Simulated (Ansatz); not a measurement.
```yaml
crystal:
  periodic: [false, false, false]
  atoms:
    - {symbol: C, position_ang: [-1.817937, 3.115600, 0.500122]}
    - {symbol: O, position_ang: [-1.524870, 1.770098, 0.372286]}
    - {symbol: Zr, position_ang: [-0.575664, 0.190431, -0.232197]}
    - {symbol: O, position_ang: [-1.694339, -0.862917, -1.415924]}
    - {symbol: C, position_ang: [-2.117610, -1.439067, -2.599761]}
    - {symbol: N, position_ang: [-0.452264, -0.966997, 1.460782]}
    - {symbol: C, position_ang: [-0.262256, -0.428232, 2.780372]}
    - {symbol: C, position_ang: [-0.388506, -2.403293, 1.439794]}
    - {symbol: C, position_ang: [0.949329, 1.801888, -1.511452]}
    - {symbol: C, position_ang: [0.880530, 0.637640, -2.290768]}
    - {symbol: C, position_ang: [1.496250, -0.409198, -1.562870]}
    - {symbol: C, position_ang: [1.972861, 0.110969, -0.338116]}
    - {symbol: C, position_ang: [2.775368, -0.620346, 0.683761]}
    - {symbol: C, position_ang: [1.607956, 1.475820, -0.301138]}
    - {symbol: H, position_ang: [-0.972358, 3.743818, 0.187403]}
    - {symbol: H, position_ang: [-2.686515, 3.388851, -0.111225]}
    - {symbol: H, position_ang: [-2.051155, 3.361998, 1.543093]}
    - {symbol: H, position_ang: [-2.963523, -0.886344, -3.026186]}
    - {symbol: H, position_ang: [-2.443415, -2.472488, -2.430621]}
    - {symbol: H, position_ang: [-1.313527, -1.458468, -3.348504]}
    - {symbol: H, position_ang: [0.715199, -0.703224, 3.209944]}
    - {symbol: H, position_ang: [-0.326803, 0.663633, 2.768568]}
    - {symbol: H, position_ang: [-1.031774, -0.792054, 3.478661]}
    - {symbol: H, position_ang: [-1.161637, -2.850227, 2.083715]}
    - {symbol: H, position_ang: [-0.549912, -2.785832, 0.427847]}
    - {symbol: H, position_ang: [0.582940, -2.786274, 1.793755]}
    - {symbol: H, position_ang: [0.542452, 2.768568, -1.771122]}
    - {symbol: H, position_ang: [0.411092, 0.545103, -3.259513]}
    - {symbol: H, position_ang: [1.602851, -1.433805, -1.892945]}
    - {symbol: H, position_ang: [2.522403, -1.681224, 0.707554]}
    - {symbol: H, position_ang: [3.843469, -0.538890, 0.459319]}
    - {symbol: H, position_ang: [2.615818, -0.214205, 1.683590]}
    - {symbol: H, position_ang: [1.815539, 2.158660, 0.511764]}
basis:
  gaussian: {orbitals: def2-mTZVPP, fitting: {mean_field: cc-pVTZ-jkfit}}
hamiltonian: {xc: {name: r2SCAN}}
accuracy: high
```

```sh
$ ansatz run in.yaml --threads 11 --pin off --events-out ev --progress --plain --max-ram 166912MiB --backend cuda --devices 0, --max-vram 75GiB
```

Shortened log:

```
Functional definition: r2SCAN
Error: <dir> the basis set cc-pVTZ-JKFIT has no functions for Zr
```

It took 1.4 s on 11 threads of an AMD EPYC 7R13 on a shared host and a whole NVIDIA H100 80 GB, with 2.1 GiB of host memory at the peak.
